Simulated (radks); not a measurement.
Results of a calculation; reference values are marked as such.
The nuclear charge of the boron ion B+ is varied continuously with 4 electrons held in [He] 2s2. Code: a radial shooting solver on a logarithmic mesh with Libxc functionals. Model: scalar-relativistic Kohn-Sham, PBE, spin-polarised, spherical densities, point nucleus. By the Hellmann-Feynman theorem dE/dZ = E(electron-nucleus)/Z, the electronic potential at the nucleus. The scalar-relativistic energy here is not variational (the density holds large components alone), so the two differ by a part that grows with Z.

[
 {"Z": "4.6", "E (hartree)": "-20.13266", "E(electron-nucleus)/Z (hartree)": "-9.91925", "HOMO": "2s", "e(HOMO) (eV)": "-13.105", "<r> HOMO (bohr)": "2.033"},
 {"Z": "4.8", "E (hartree)": "-22.16673", "E(electron-nucleus)/Z (hartree)": "-10.4210", "HOMO": "2s", "e(HOMO) (eV)": "-16.168", "<r> HOMO (bohr)": "1.897"},
 {"Z": "5", "E (hartree)": "-24.30114", "E(electron-nucleus)/Z (hartree)": "-10.9226", "HOMO": "2s", "e(HOMO) (eV)": "-19.511", "<r> HOMO (bohr)": "1.779"},
 {"Z": "5.2", "E (hartree)": "-26.53588", "E(electron-nucleus)/Z (hartree)": "-11.4242", "HOMO": "2s", "e(HOMO) (eV)": "-23.132", "<r> HOMO (bohr)": "1.676"},
 {"Z": "5.4", "E (hartree)": "-28.87093", "E(electron-nucleus)/Z (hartree)": "-11.9257", "HOMO": "2s", "e(HOMO) (eV)": "-27.030", "<r> HOMO (bohr)": "1.584"},
 {"Z": "5.6", "E (hartree)": "-31.30629", "E(electron-nucleus)/Z (hartree)": "-12.4272", "HOMO": "2s", "e(HOMO) (eV)": "-31.204", "<r> HOMO (bohr)": "1.502"},
 {"Z": "5.8", "E (hartree)": "-33.84196", "E(electron-nucleus)/Z (hartree)": "-12.9287", "HOMO": "2s", "e(HOMO) (eV)": "-35.654", "<r> HOMO (bohr)": "1.428"},
 {"Z": "6", "E (hartree)": "-36.47795", "E(electron-nucleus)/Z (hartree)": "-13.4303", "HOMO": "2s", "e(HOMO) (eV)": "-40.379", "<r> HOMO (bohr)": "1.361"}
]

The central difference of E at Z = 5 is -10.923 hartree, to compare with the third column; the second derivative is -2.51 hartree.
